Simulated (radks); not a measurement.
The numbers below are computed, except where a source is named.
Species: the nickel ion Ni16+. Configuration: [Ne] 3s2 (the NIST ground configuration). Code: a radial shooting solver on a logarithmic mesh with Libxc functionals. Model: scalar-relativistic Kohn-Sham, PBEsol, spin-polarised, spherical densities, finite nucleus; Fermi nuclear charge, rms radius 3.7757 fm. Some entries of the table are withheld. Estimate them.

orbital,occ.,eigenvalue (eV),<r^2> (bohr^2),<r> (bohr)
1s,2,(1),0.003937,0.05410
2s,2,-1525.951,0.06881,(2)
2p,6,-1394.059,0.05482,(3)
3s,2,-553.9294,(4),(5)

Answer. 
(1) 1s eigenvalue (eV): -8775.712
(2) 2s <r> (bohr): 0.2418
(3) 2p <r> (bohr): 0.2118
(4) 3s <r^2> (bohr^2): 0.4324
(5) 3s <r> (bohr): 0.6171
